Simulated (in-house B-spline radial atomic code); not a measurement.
Radial electron density of S⁶⁺, [He] 2s2 2p6. Method: scalar-relativistic (X2C) BLYP, spin-polarised, spherical fractional occupations, Fermi nucleus of rms radius 3.2611 fm. Calculated with a radial B-spline atomic code at the basis-set limit.

Columns: r (bohr), 4πr²n(r) (electrons per bohr), bar.

```
 0.00365   0.4445 #
 0.00425   0.5859 #
 0.00495   0.7704 ##
 0.00577    1.011 ##
 0.00673    1.323 ###
 0.00784    1.719 ####
 0.00914    2.225 #####
  0.0106    2.836 #######
  0.0124     3.64 #########
  0.0145    4.624 ###########
  0.0169    5.784 ##############
  0.0196    7.101 #################
  0.0229    8.682 #####################
  0.0267    10.41 #########################
  0.0311    12.23 #############################
  0.0362    14.05 ##################################
  0.0422    15.75 ######################################
  0.0492    17.14 #########################################
  0.0573    18.04 ###########################################
  0.0668     18.3 ############################################
  0.0778    17.84 ###########################################
  0.0907    16.72 ########################################
   0.106    15.13 ####################################
   0.123    13.56 #################################
   0.144    12.31 ##############################
   0.167    11.93 #############################
   0.195    12.52 ##############################
   0.227    13.92 #################################
   0.265    15.66 ######################################
   0.309    16.97 #########################################
    0.36    17.15 #########################################
   0.419     15.9 ######################################
   0.488    13.32 ################################
   0.569    9.926 ########################
   0.663    6.511 ################
   0.773    3.684 #########
     0.9    1.778 ####
    1.05   0.7038 ##
    1.22   0.2323 #
    1.42  0.05978 
    1.66  0.01104
```

On this grid the curve has 2 maxima, near 0.0668, 0.36 bohr.

The 2s down radial function P(r) = rR(r), positive near the nucleus:

| r (bohr) | P |
| --- | --- |
| 0.00125 | 0.04667 |
| 0.0017 | 0.06236 |
| 0.00231 | 0.08305 |
| 0.00313 | 0.11 |
| 0.00425 | 0.1453 |
| 0.00577 | 0.1908 |
| 0.00784 | 0.2485 |
| 0.0106 | 0.3187 |
| 0.0145 | 0.4057 |
| 0.0196 | 0.4998 |
| 0.0267 | 0.5983 |
| 0.0362 | 0.6794 |
| 0.0492 | 0.7149 |
| 0.0668 | 0.6612 |
| 0.0907 | 0.4695 |
| 0.123 | 0.1075 |
| 0.167 | -0.4102 |
| 0.227 | -0.98 |
| 0.309 | -1.409 |
| 0.419 | -1.501 |
| 0.569 | -1.218 |
| 0.773 | -0.7266 |
| 1.05 | -0.2975 |
| 1.42 | -0.07713 |
